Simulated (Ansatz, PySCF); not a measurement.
Spin states of O2Pt (SMILES [O]=[Pt]=[O]), each relaxed with B3LYP-D3(BJ)/def2-TZVP.
State 1 (charge 0, multiplicity 1):
```
atom    x (Å)    y (Å)    z (Å)
----  -------  -------  -------
Pt    -0.0098   0.0148  -0.0220
O      1.2903   0.2215  -1.0951
O     -1.3137  -0.1889   1.0468
```
State 2 (charge 0, multiplicity 5):
```tsv
atom	x (Å)	y (Å)	z (Å)
Pt	0.2320	-0.1649	0.2372
O	1.2040	0.3171	-1.2538
O	-1.4692	-0.1048	0.9462
```

```
level                              energy of the multiplicity-5 state less that of the multiplicity-1 state (kJ/mol)  cost
---------------------------------  ---------------------------------------------------------------------------------  ----
SVWN5/def2-TZVPP                                                                                               287.4  ×0.6
PBE/def2-TZVPP                                                                                                 236.2    ×1
PBE-D3(BJ)/def2-TZVPP                                                                                          236.3    ×1
PBE-D4/def2-TZVPP                                                                                              236.3    ×1
BLYP/def2-TZVPP                                                                                                225.5    ×1
BLYP-D3(BJ)/def2-TZVPP                                                                                         225.6    ×1
BLYP-D4/def2-TZVPP                                                                                             225.7    ×1
r2SCAN/def2-TZVPP                                                                                              199.6    ×2
r2SCAN-D3(BJ)/def2-TZVPP                                                                                       199.6    ×2
r2SCAN-D4/def2-TZVPP                                                                                           199.6    ×2
B97M-V/def2-TZVPP                                                                                              197.8    ×2
r2SCANh/def2-TZVPP                                                                                             177.9  ×0.8
B3LYP/def2-TZVPP                                                                                               188.2  ×0.5
B3LYP-D3(BJ)/def2-TZVPP                                                                                        188.3  ×0.5
B3LYP-D4/def2-TZVPP                                                                                            188.4  ×0.5
PBE0/def2-TZVPP                                                                                                178.4  ×0.6
PBE0-D3(BJ)/def2-TZVPP                                                                                         178.4  ×0.6
PBE0-D4/def2-TZVPP                                                                                             178.4  ×0.6
BHLYP/def2-TZVPP                                                                                                86.4  ×0.8
BHLYP-D3(BJ)/def2-TZVPP                                                                                         86.4  ×0.8
BHLYP-D4/def2-TZVPP                                                                                             86.5  ×0.8
CAM-B3LYP/def2-TZVPP                                                                                           175.2  ×0.9
CAM-B3LYP-D3(BJ)/def2-TZVPP                                                                                    175.2  ×0.9
CAM-B3LYP-D4/def2-TZVPP                                                                                        175.3  ×0.9
wB97X-V/def2-TZVPP                                                                                             178.6    ×2
wB97M-V/def2-TZVPP                                                                                             176.6    ×3
B2PLYP/def2-TZVPP                                                                                              322.6    ×2
B2PLYP-D3(BJ)/def2-TZVPP                                                                                       322.6    ×2
B2PLYP-D4/def2-TZVPP                                                                                           322.6    ×2
CCSD/def2-SVP                                                                                                  156.1     -
CCSD/def2-TZVPP                                                                                                177.2     -
CCSD(T)/def2-SVP                                                                                               250.0    ×8
CCSD(T)/def2-TZVPP                                                                                             272.5   ×30
CCSD(T)/CBS(def2-SVP, def2-TZVPP)                                                                              261.7   ×40
```

The rows run from 86.4 (BHLYP/def2-TZVPP) to 322.6 kJ/mol (B2PLYP-D4/def2-TZVPP). From def2-SVP to def2-TZVPP CCSD(T) changes by 22.5. The dispersion term adds 0.0 in PBE-D3(BJ), 0.1 in PBE-D4, 0.1 in BLYP-D3(BJ). The 13 functionals in def2-TZVPP without D3 or D4 span 236.2, from BHLYP to B2PLYP.

Singlets are restricted, other states unrestricted; no spin–orbit coupling, no relativity up to Kr; see below for the cores. The largest T1 diagnostic is 0.108.

Correlated levels freeze the inner cores; with def2 sets outer-core shells near the valence are correlated too. CBS: X⁻³ extrapolation of the correlation energy, Hartree–Fock from the larger set.

Doubts at one or more of the structures used: a restricted determinant that unrestricted orbitals would lower (B2PLYP/def2-TZVPP, B2PLYP-D3(BJ)/def2-TZVPP, B2PLYP-D4/def2-TZVPP, CCSD/def2-SVP, CCSD/def2-TZVPP, CCSD(T)/def2-SVP, CCSD(T)/def2-TZVPP, CCSD(T)/CBS(def2-SVP, def2-TZVPP)); T1 above 0.05 (CCSD/def2-SVP, CCSD/def2-TZVPP, CCSD(T)/def2-SVP, CCSD(T)/def2-TZVPP, CCSD(T)/CBS(def2-SVP, def2-TZVPP)).

Run with Ansatz (Gaussian basis) for Hartree–Fock, density functionals and correlated methods; PySCF for the dispersion terms. Each number belongs to the level named beside it. In def2 rows elements past Kr take small-core potentials, without spin–orbit coupling.

Costs are rough ratios of core time to PBE/def2-TZVPP (about 10 s over the structures, on one shared machine); a dash marks a level with no comparable run of its own.

Ansatz is a program for electronic structure.
